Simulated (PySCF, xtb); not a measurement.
C₂H₇S, SMILES CC[SH2+], charge +1.

Harmonic wavenumbers (cm⁻¹) from GFN2-xTB (xtb) at its own minimum, in rising order: 180, 256, 307, 616, 677, 772, 825, 993, 1055, 1088, 1101, 1193, 1231, 1403, 1421, 1463, 1467, 2278, 2284, 3007, 3010, 3046, 3052, 3055.

### Question
What does PBE-D3(BJ)/def2-SVP (PySCF 2.14.0) give at its own minimum? (The exact figures need the calculation; the answer reports its results.)

### Answer
206, 266, 300, 544, 659, 778, 813, 944, 1071, 1084, 1140, 1227, 1256, 1348, 1392, 1406, 1412, 2533, 2554, 2983, 3009, 3069, 3077, 3092. Paired by order, the mean absolute difference is 48 cm⁻¹ and the zero-point energies are 51.2 and 51.7 kcal/mol.
